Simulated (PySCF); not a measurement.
C3H5ClOSi, SMILES Cl[Si@@H]1C=COC1.

The structure is a stationary point at B3LYP-D3(BJ)/def2-SVP. The structure was generated by enumeration; whether it is a known compound was not checked. Other conformers were not sampled.

Level of theory: PBE/def2-TZVP run with PySCF.

Isolated molecule, no solvent.

Estimate the frontier levels, gap, dipole moment and polarisability. (An estimate is asked for; the answer gives what the named calculation found.)


```yaml
highest_occupied_level: -5.94 eV
lowest_empty_level: -1.37 eV
orbital_gap: 4.56 eV
dipole_moment: 1.56 D
quadrupole, principal values (traceless, Buckingham form, about the centre of nuclear charge): -5.31, -1.40, 6.71 D·Å
mean_static_polarisability: 74.3 bohr³ (11.01 Å³)
polarisability_principal_values: 61.6, 72.0, 89.3 bohr³
```
